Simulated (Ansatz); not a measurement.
Compare A (`C[SiH2]B(F)Cl`) with its isomer B (`B[SiH2]C(F)Cl`).

Calculated with Ansatz (gas phase, PBE0-D4/def2-TZVP geometries, no zero-point term in ΔE). CCSD(T)/CBS adds triple-zeta CCSD(T) − MP2 to the extrapolated MP2 energy (def2 sets, frozen cores). Functionals use def2-TZVPP. B3LYP here is the variant with VWN-RPA as its local correlation; programs differ in this. Each species was taken in one conformer, which may not be the lowest.

Q: Which is lower in electronic energy at CCSD(T)/CBS, and by how much? (An estimate is asked.)

A: The calculation gave: A, by 99.2 kcal/mol.

Q: Give E(B) − E(A) in kcal/mol with B3LYP, PBE0-D4, CCSD(T)/def2-TZVPP, CCSD/def2-TZVPP, HF/def2-TZVPP, r2SCAN-D4, B3LYP-D4. (Best estimate.)

A: Computed: B3LYP 97.8, PBE0-D4 99.0, CCSD(T)/def2-TZVPP 99.6, CCSD/def2-TZVPP 99.4, HF/def2-TZVPP 97.6, r2SCAN-D4 100.2, B3LYP-D4 97.8. None reverses the order clearly.

Largest T1 diagnostic: 0.013.

From PBE to PBE0 (25 % exact exchange), in def2-TZVPP and without D4, E(B) − E(A) moves by +1.4 kcal/mol. In def2-TZVPP, CCSD(T) changes the Hartree–Fock value by +2.0 kcal/mol (the triples alone add +0.2 kcal/mol) and MP2 by +5.1 kcal/mol.
